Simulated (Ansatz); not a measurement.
allene (C3H4), singlet, geometry from GFN2-xTB. Base run: Ansatz (a program for electronic structure) with B3LYP/3-21G.

Input for Ansatz:
Ansatz 0.2 input:
```yaml
crystal:
  periodic: [false, false, false]
  atoms:
    - {symbol: C, position_ang: [-0.00000000, -0.00000000, 0.00000000]}
    - {symbol: C, position_ang: [-0.02428489, -0.00797595, 1.29323327]}
    - {symbol: C, position_ang: [0.02428489, 0.00797595, -1.29323327]}
    - {symbol: H, position_ang: [-0.02279966, 0.90521058, 1.86629685]}
    - {symbol: H, position_ang: [-0.04707169, -0.92815861, 1.85453385]}
    - {symbol: H, position_ang: [0.95147753, -0.00077006, -1.84327965]}
    - {symbol: H, position_ang: [-0.88160618, 0.02371808, -1.87755105]}
basis:
  gaussian:
    orbitals: 3-21G.json
hamiltonian:
  xc: b3lyp
```
The basis file holds 3-21G in the JSON format of the Basis Set Exchange.

Each row names what was changed in the base input (with any setting that the change needs).

| change | ΔE vs base (kcal/mol) |
|---|---|
| base | 0.000 |
| point_charge = charge:-1.0 position_ang:-2.0098, 4.0493, 2.305 | -1.04 |
| final_grid = 14, 28, 59 | 0.000 |
| point_charge = charge:1.0 position_ang:-0.2577, -5.0172, 0.7146 | -1.24 |
| final_grid = 4, 8, 17 | 0.101 |
| point_charge = charge:0.5 position_ang:-4.4805, -2.1915, -0.9336 | -0.517 |
| nuclear_model = gaussian | 0.005 |
| fitting.mean_field = def2-universal-JKFIT | -0.072 |
| lower_state_search = full | 0.000 |
| final_grid = 10, 20, 41 | 0.000 |
| lower_state_search = off | 0.000 |
